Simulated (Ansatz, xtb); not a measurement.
Stretching the B1–H2 bond in C2H5B (SMILES BC=C) (multiplicity 1 held, fragments rigid). Energies count from the point at 1.194 Å.
Geometry at that point (charge 0, multiplicity 1):
```csv
atom,x (Å),y (Å),z (Å)
B,-0.1923,0.1348,1.3423
H,-0.5044,1.2852,1.4115
H,-0.1370,-0.5154,2.3402
C,0.1272,-0.4665,-0.0333
C,0.0609,0.2767,-1.1477
H,0.4154,-1.5096,-0.1414
H,0.2806,-0.1186,-2.1346
H,-0.2211,1.3232,-1.1013
```

U- levels take the lowest unrestricted solution at each point, which mixes spins at long bonds. Active spaces are followed from a long bond inwards. Curves can end on different states.

Correlated levels freeze the cores.

The values were computed with Ansatz (an electronic-structure program); xtb for the GFN methods. Values without a source in brackets are computed. The GFN methods have no spin term and hold the electronic entropy of 300 K.

Problem. Estimate the energy at R = 3.821 Å that FIC-MRCISD+Q on CASSCF(2,2)/cc-pVDZ returns for this input.

Solution. 105.3 kcal/mol

Problem. Estimate the energy at R = 3.821 Å that GFN2-xTB returns for this input.

Solution. 122.8 kcal/mol

Problem. Give the energy at R = 3.821 Å at the level U-HF/cc-pVDZ.

Solution. 87.1 kcal/mol

Doubts at one or more of the structures used: a spin-contaminated determinant (U-HF/cc-pVDZ).
